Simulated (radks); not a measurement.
Species: Os70+. Configuration: [He] 2s2 2p2. Method: scalar-relativistic Kohn-Sham, exchange-only LDA, spin-polarised, spherical densities, point nucleus; open shells are filled with parallel spins first (spin-orbit coupling, left out, can overturn this in heavy ions); computed with a radial shooting solver on a logarithmic mesh with Libxc functionals. Some entries of the table are withheld. Estimate them.

| orbital | occ. | eigenvalue (eV) | <1/r> (bohr^-1) |
|---|---|---|---|
| 1s up | 1 | -81766.72 | 90.60 |
| 1s down | 1 | -81720.39 | 90.64 |
| 2s up | 1 | -19836.14 | 22.00 |
| 2s down | 1 | -19761.78 | 21.95 |
| 2p up | 2 | -18322.07 | 19.77 |
| 2p down | 0 | -18235.55 | 19.74 |
| 3s up | 0 | -8402.839 | (1) |
| 3s down | 0 | -8381.376 | (2) |
| 3p up | 0 | -7955.630 | 8.561 |
| 3p down | 0 | -7931.877 | 8.542 |

Answer. 
(1) 3s up <1/r> (bohr^-1): 9.212
(2) 3s down <1/r> (bohr^-1): 9.190
